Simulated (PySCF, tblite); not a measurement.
A set of runs on `O(C)c1c(BF)occ1`; the geometry of each is named by its level. Settings lines and outputs come from a driver script.

C5H6BFO2.
Numbering: `[CH3:1][O:2][c:3]1[cH:4][cH:5][o:6][c:7]1[BH:8][F:9]` (hydrogens: H10, H11, H12 on C1; H13 on C4; H14 on C5; H15 on B8)

Step 1: GFN2-xTB geometry optimisation, gas phase (tblite 0.8.0) (from a force-field or distance-geometry start)
```json
{"job": {"kind": "relax", "xc": "GFN2-xTB", "basis": "xTB"}, "charge": 0, "multiplicity": 1}
```
```
step      E/eV     max force
  0    -758.72879    3.176
  1    -759.04959    1.649
  2    -759.11469    0.900
...
 34    -759.21238    0.029
 35    -759.21248    0.025
 36    -759.21257    0.018
 37    -759.21261    0.011
 38    -759.21262    0.007
```

Energy lowered by 11.2 kcal/mol over 38 steps; largest atomic force 0.007 eV/Å at the end. «max force» is the largest atomic force in eV/Å.

Time: 0.22 s of wall time. Hardware: Arm Neoverse V1, one thread, no GPU (shared host).

Step 2: GFN2-xTB harmonic vibrations, gas phase (tblite 0.8.0) (on the GFN2-xTB geometry)
```json
{"job": {"kind": "ir", "xc": "GFN2-xTB", "basis": "xTB"}, "charge": 0, "multiplicity": 1}
```
```
(table of modes left out)
```

39 modes from 81 to 3188 cm⁻¹ (unscaled, harmonic); zero-point energy 65.8 kcal/mol; all wavenumbers are real at this level.

Hardware: Arm Neoverse V1, one thread (shared host). Cost: 0.44 s wall.

Step 3: TDDFT wB97X-D/def2-SVPD, vertical, gas phase, core orbitals frozen in the response (PySCF 2.14.0, density-fitted response routines) (on the GFN2-xTB geometry)
```json
{"job": {"kind": "uv", "xc": "wB97X-D", "basis": "def2-SVPD", "nstates": 8, "ntriplets": 3}, "charge": 0, "multiplicity": 1}
```
```
...
Static polarisability (au): isotropic 80.949, principal 52.459 88.078 102.309
Singlet excitations
state   eV       nm        f      main configurations
  1   4.9332    251.3   0.30113   H->L 0.98
  2   5.9675    207.8   0.09904   H-1->L 0.88
  3   6.4176    193.2   0.00248   H-2->L 0.93
  4   6.6535    186.3   0.01006   H->L+1 0.75, H->L+2 0.08
  5   6.9835    177.5   0.15781   H->L+4 0.88, H-1->L 0.08
  6   7.1595    173.2   0.00695   H->L+3 0.42, H->L+5 0.38
  7   7.4827    165.7   0.00259   H->L+2 0.73, H->L+1 0.09, H->L+3 0.09
  8   7.6013    163.1   0.01052   H-3->L 0.75, H-5->L 0.18
Triplet excitations (Tamm-Dancoff, eV): 3.2447 4.7411 5.9577
```

HOMO -8.47 eV, LUMO 0.43 eV; lowest singlet 4.93 eV; lowest triplet 3.24 eV (Tamm–Dancoff); mean polarisability 80.9 au.

On one thread, Arm Neoverse V1 (aarch64), shared host, this took 65 s and 1.0 GiB of memory at its peak.

Geometry of the electronic-property runs (GFN2-xTB):
```
atom  x, y, z in Å
C1     2.315   -0.474   -0.386
O2     0.981   -0.931   -0.318
C3     0.047   -0.015   -0.011
C4     0.201    1.365    0.258
C5    -1.062    1.824    0.510
O6    -1.961    0.857    0.420
C7    -1.315   -0.306    0.097
B8    -2.048   -1.630   -0.090
F9    -3.361   -1.684    0.061
H10    2.435    0.292   -1.159
H11    2.646   -0.072    0.577
H12    2.916   -1.344   -0.642
H13    1.103    1.941    0.268
H14   -1.414    2.807    0.758
H15   -1.490   -2.622   -0.367
```

 (This holds for the electronic-property runs.)

One conformer stands for the species.

wB97X-D is run here without its empirical dispersion term; that term would change no orbital, density or response property at a fixed geometry.
